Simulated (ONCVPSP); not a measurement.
# Which change was made? (Si, ONCV)

```json
{"Element": "silicon", "Generator": "ONCVPSP 4.0.1", "Type": "optimised norm-conserving Vanderbilt (ONCV)", "Functional": "PBE", "Relativity": "scalar-relativistic", "Frozen core": "[He]", "Valence charge": "12", "Reference configuration": "2s2 2p6 3s2 3p0.5 (charge +1.5)", "Partial waves": "2s+3s: rc 0.95 bohr, ncon 4, nbas 9, qcut 9.7 1/bohr, 2 projectors; 2p+3p: rc 0.85 bohr, ncon 5, nbas 8, qcut 17.4 1/bohr, 2 projectors; d scattering state at 0.29 Ha: rc 1.00 bohr, ncon 3, nbas 7, qcut 8.3 1/bohr, 2 projectors, debl 1.5 Ha", "Local potential": "polynomial inside 0.60 bohr (lpopt 5, dvloc0 2 Ha)", "Core correction": "none"}
```

Cutoffs, loose and tight: the cutoffs (Ha) at which the residual kinetic energy of the hardest occupied pseudo-wave falls to 1 and 0.1 mHa per electron. They do not see the model core or the augmentation charge, which bear on the density cutoff. Test errors are all-electron minus pseudo excitation energies from the reference, over the configurations 2s2 2p6 3s2 3p2; 2s2 2p6 3s2 3p1; 2s2 2p6 3s2 3p0; 2s2 2p6 3s0 3p4; variants that change the core or the reference have their own tests.

The base gives: outcome: generated; cutoff, loose: 123 Ha; cutoff, tight: 139 Ha; bound ghosts: none; GHOST(+) flags above zero: none; largest test error (meV): +5.3.

Task: After one change the result is: outcome: generated; cutoff, loose: 144 Ha; cutoff, tight: 322 Ha; bound ghosts: none; GHOST(+) flags above zero: none; largest test error (meV): +4.9. Which change was it?
A. p: rc 0.58; local potential polynomial inside 0.58 bohr (lpopt 5, dvloc0 2 Ha)
B. p: rc 1.02
C. p: rc 0.72

Result: C. The others give: p: rc 1.02 → outcome: generated; cutoff, loose: 103 Ha; cutoff, tight: 118 Ha; bound ghosts: none; GHOST(+) flags above zero: none; largest test error (meV): +5.9 | p: rc 0.58; local potential polynomial inside 0.58 bohr (lpopt 5, dvloc0 2 Ha) → outcome: generated; cutoff, loose: 471 Ha; cutoff, tight: 578 Ha; bound ghosts: none; GHOST(+) flags above zero: none; largest test error (meV): +4.7.
